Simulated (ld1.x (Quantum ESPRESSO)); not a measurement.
antimony (Sb): excitation energies, all-electron against TM

```
Element                 : antimony
Generator               : ld1.x (Quantum ESPRESSO) 7.5
Type                    : norm-conserving Troullier–Martins (Kleinman–Bylander form)
Functional              : LDA (PZ)
Relativity              : scalar-relativistic
Frozen core             : [Kr]
Valence charge          : 15
Reference configuration : 4d10 5s1 5p4
Partial waves           : 5s (bound): rc 1.60 bohr; 5p (bound): rc 2.20 bohr; 4d (bound): rc 1.25 bohr
Local potential         : all-electron potential smoothed inside 1.10 bohr (lloc = -1)
Core correction         : a·sin(br)/r model core, default radius (core density twice the valence density)
```

Energies are relative to the spin-unpolarised reference configuration 4d10 5s1 5p4; without spin polarisation the order of configurations can differ from experiment. Spin-polarised rows fill each open shell by Hund’s rule, majority spin first.

Task: Give the all-electron excitation energy and the error of the potential for: 4d10 5s2 5p3; 4d10 5s2 5p2; 4d10 5s2 5p1; 4d10 5s0 5p5; 4d10 5s1 5p0; 4d10 5s2 5p3.3; 4d9 5s2 5p4; 4d10 5s1 5p4 (spin-polarised); 4d10 5s2 5p3 (spin-polarised).

Result:

```
        valence configuration  charge  ΔE all-electron (eV)  error AE − PS (meV)
                 4d10 5s2 5p3       0                -8.209                 -1.5
                 4d10 5s2 5p2      +1                 0.312                 -6.2
                 4d10 5s2 5p1      +2                16.565                -10.0
                 4d10 5s0 5p5       0                 8.437                 -3.1
                 4d10 5s1 5p0      +4                86.166                 -0.3
               4d10 5s2 5p3.3    -0.3                -9.417                 -0.3
                  4d9 5s2 5p4       0                22.795                 -222
4d10 5s1 5p4 (spin-polarised)       0                -1.156                  +12
4d10 5s2 5p3 (spin-polarised)       0                -9.301                 +8.7
```

Levels in the configuration 4d10 5s0 5p5:

```json
{"level": "4d", "all-electron (eV)": "-36.247", "pseudo (eV)": "-36.308"}
{"level": "5p", "all-electron (eV)": "-6.093", "pseudo (eV)": "-6.091"}
```

Note: ghost states, extra bound levels that the all-electron valence spectrum of the same l lacks: s at -233.7 eV, p at -94.4 eV. A true bound ghost makes a file unfit for plane-wave use.
